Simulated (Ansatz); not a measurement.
A run for Ansatz (an electronic-structure program): R-BLYP/def2-TZVPPD on BH3 (SMILES B) with ghost functions. Files ending in .json are basis or fitting sets from the Basis Set Exchange.

Ansatz 0.2 input:
```yaml
crystal:
  periodic: [false, false, false]
  atoms:
    - {symbol: B, position_ang: [0.03136769, -0.00975070, 0.78308685]}
    - {symbol: H, position_ang: [-0.32618785, 1.12448595, 0.61055323]}
    - {symbol: H, position_ang: [-0.60365351, -0.85136717, 0.20429427]}
    - {symbol: H, position_ang: [1.22842286, -0.17276101, 0.77163887]}
basis:
  gaussian:
    orbitals: def2-TZVPPD.json
    ghost_atoms:
      - {symbol: C, position_ang: [0.29167233, 0.51970435, 3.35305969]}
      - {symbol: O, position_ang: [-0.39574492, -0.29124629, 2.37567405]}
      - {symbol: H, position_ang: [-0.06456996, 0.25449840, 4.34706501]}
      - {symbol: H, position_ang: [0.03337453, 1.54757219, 3.11893309]}
      - {symbol: H, position_ang: [1.36879819, 0.37989921, 3.26513879]}
      - {symbol: H, position_ang: [-0.25452167, -1.22847190, 2.55831469]}
hamiltonian:
  xc: {name: BLYP}
scf: {lower_state_search: off}
```

It printed:

```
WARN ansatz: RAYON_NUM_THREADS=1 ignored (pool sized by the plan → 1); use --threads N
Functional definition: BLYP
these checks for a lower state are left out or cut short: stability, starts, cluster_reference, orbital_swaps, neighbouring_geometries, increment
integrals: 0.10 GiB planned
888 factors; their error is unknown
mean field: 1.02 GiB planned
mean field evaluation 1: about -721.3465 eV, gradient 2.2e1 eV
mean field evaluation 2: about -721.8110 eV, gradient 1.9e1 eV
mean field evaluation 4: about -723.2039 eV, gradient 5.3e-1 eV
mean field evaluation 8: about -723.1917 eV, gradient 2.0e-3 eV
mean field evaluation 16: about -723.1917 eV, gradient 2.0e-6 eV
mean field -723.19166870 eV, -26.5768036279 hartree, gradient 1.8e-6 eV, S^2 0.000000; 0 other end points of the search recorded, 0 dependent functions left out
reference -723.19195226 eV, -26.5768140486 hartree; 4, 4 occupied and 229, 229 virtual orbitals, 888 factors
Total energy: -723.19195226 eV, -26.5768140486 hartree
Checks for a lower state left out: stability, starts, cluster_reference, orbital_swaps, neighbouring_geometries, increment
```

The run converged.

Cost: about 1.0 core-seconds (a rough figure).
